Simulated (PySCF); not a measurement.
C₃H₈N₂Si, SMILES N[C@@H]1CN=C1[SiH3]. Geometry: PBE-D3(BJ)/def2-SVP. The structure was generated by enumeration; whether it is a known compound was not checked. One conformer was computed; it need not be the lowest.

Computed equilibrium geometry at PBE-D3(BJ)/def2-SVP (PySCF confirms it by a frequency run) as a Z-matrix (one conformer of several):
```
C
N 1 1.3081
C 2 1.4936 1 91.51
H 3 1.1101 2 111.86 1 -112.48
H 3 1.1114 4 108.39 2 126.58
C 1 1.5428 2 97.85 3 -3.16
H 6 1.1122 1 111.19 2 -107.18
N 6 1.4425 7 108.75 1 139.17
H 8 1.0269 6 111.29 7 -50.40
H 8 1.0282 9 106.84 6 121.15
Si 1 1.8943 2 127.25 3 176.48
H 11 1.5002 1 110.72 2 3.34
H 11 1.5061 12 110.35 1 -121.22
H 11 1.5071 12 109.77 13 -118.27
```
